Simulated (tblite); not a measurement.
Species: C7H6FN.
Numbering: `[CH3:1][C@@:2]1([F:3])[CH:4]=[CH:5][C:6]([C:7]#[N:8])=[CH:9]1` (hydrogens: H10, H11, H12 on C1; H13 on C4; H14 on C5; H15 on C9)

Method: GFN2-xTB as coded in tblite; computed harmonic values from a numerical Hessian at the method's own geometry, unscaled. The method is semi-empirical: single wavenumbers can be off by several per cent or more.

Harmonic wavenumbers (cm⁻¹): 84.1, 137.7, 168.9, 198.9, 252.0, 326.0, 385.0, 468.1, 500.7, 528.3, 546.9, 623.3, 648.0, 777.2, 807.8, 868.1, 871.6, 920.5, 941.5, 971.1, 1072.0, 1079.1, 1094.1, 1164.2, 1220.1, 1243.3, 1302.2, 1383.1, 1464.0, 1478.1, 1585.8, 1640.8, 2375.0, 3041.8, 3044.3, 3053.4, 3143.7, 3159.2, 3163.9.

A = 3920, B = 1025, C = 967.5 MHz; mass 123.048 u (most abundant isotopes); point group C1, symmetry number 1.

Q: What is the zero-point energy?

A: ½Σν̃ = 23867 cm⁻¹ = 285.51 kJ/mol.

Q: Give the ideal-gas entropy at 350 K and 1 bar in the rigid-rotor, harmonic-oscillator model (classical rotation).

A: Translation 172.21, rotation 122.52, vibration 102.22: S = 397.0 J/(mol K).

Q: And Cp and H(350 K) − H(0)?

A: Cp = 156.54 J/(mol K), of which vibrations give 123.28 (their classical limit is 39 R = 324.3); H(350 K) − H(0) = 32.10 kJ/mol without the zero-point energy, 20.46 from vibrations.

Q: Which modes carry the vibrational entropy at 350 K?

A: 84.1 cm⁻¹: 17.19; 137.7 cm⁻¹: 13.16; 168.9 cm⁻¹: 11.51; 198.9 cm⁻¹: 10.22; 252.0 cm⁻¹: 8.38; 326.0 cm⁻¹: 6.48 J/(mol K); the other 33 give 35.29 together.

Q: How do the functions run with temperature in this model?

A: 
```csv
T (K),S (J/(mol K)),Cp (J/(mol K)),H − H(0) (kJ/mol),G − H(0) (kJ/mol),ln q(vib)
50,234.2,43.9,1.82,-9.89,0.12
100,270.7,63.5,4.51,-22.56,0.70
298.15,373.4,138.1,24.45,-86.86,4.23
373.15,407.2,164.3,35.81,-116.14,5.73
500,460.6,200.8,59.07,-171.24,8.32
750,552.0,249.0,115.82,-298.18,13.32
1000,628.0,279.0,182.08,-445.96,17.99
```

q(vib) and H(0) count from the zero-point level.

Q: Blend soft modes into free rotors: weight 1/[1 + (100 cm⁻¹/ν̃)⁴] for the oscillator and the rest for a rotor with moment μB/(μ + B), μ = h/(8π²ν), B = 10⁻⁴⁴ kg m². What vibrational entropy results?

A: 99.15 J/(mol K) in place of 102.22, which changes −T·S at 350 K by +1.08 kJ/mol.

Q: What must be added to the electronic energy to get the Gibbs energy at 350 K and 1 bar?

A: ZPE + [H(350 K) − H(0)] − T·S = 285.51 + 32.10 − 138.93 = 178.68 kJ/mol.

Hindered rotation and anharmonicity are outside this model. The structure is chiral; the term R ln 2 for an equal mix with its mirror image is left out.

Hardware: Arm Neoverse N1, one thread, on a shared host. Cost: 0.71 s wall. The figure is for the frequency step alone.
